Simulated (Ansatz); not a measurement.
The same molecule with X = N, As, Sb. Ansatz, PBE0-D4/def2-TZVP geometries, multiplicity 1.

Elements past krypton have def2 core potentials. Scalar relativity is left out up to krypton.

| X | molecule | mean X–C bond length / Å | mean X–H bond length / Å | mean X–Si bond length / Å | HOMO–LUMO gap (ωB97M-V/def2-TZVPP) / eV | HOMO energy (PBE/def2-TZVPP) / eV | HOMO energy (ωB97M-V/def2-TZVPP) / eV |
| --- | --- | --- | --- | --- | --- | --- | --- |
| As | `C1[SiH2][AsH]1` | 2.046 | 1.526 | 2.317 | 10.25 | -5.90 | -8.86 |
| Sb | `[CH2]1[SiH2][SbH]1` | 2.251 | 1.712 | 2.514 | 9.34 | -5.64 | -8.47 |

Q: Give the row for X = N, `C1N[SiH2]1`. (An estimate is asked.)

A: The calculation gave: 
```csv
X,molecule,mean X–C bond length / Å,mean X–H bond length / Å,mean X–Si bond length / Å,HOMO–LUMO gap (ωB97M-V/def2-TZVPP) / eV,HOMO energy (PBE/def2-TZVPP) / eV,HOMO energy (ωB97M-V/def2-TZVPP) / eV
N,`C1N[SiH2]1`,1.494,1.009,1.724,10.62,-5.53,-9.05
```

From N to Sb the mean X–C bond length rises at each step, by 0.757 Å in all; the mean X–H bond length rises at each step, by 0.703 Å in all; the mean X–Si bond length rises at each step, by 0.790 Å in all; the HOMO–LUMO gap (ωB97M-V/def2-TZVPP) falls at each step, by 1.28 eV in all; the HOMO energy (PBE/def2-TZVPP) isn't monotonic: highest at N, lowest at As; the HOMO energy (ωB97M-V/def2-TZVPP) rises at each step, by 0.58 eV in all. Bonds lengthen as the atom grows down the group.

Spin–orbit coupling is left out; it splits and shifts lone-pair levels of the heavy atoms by tenths of an eV.
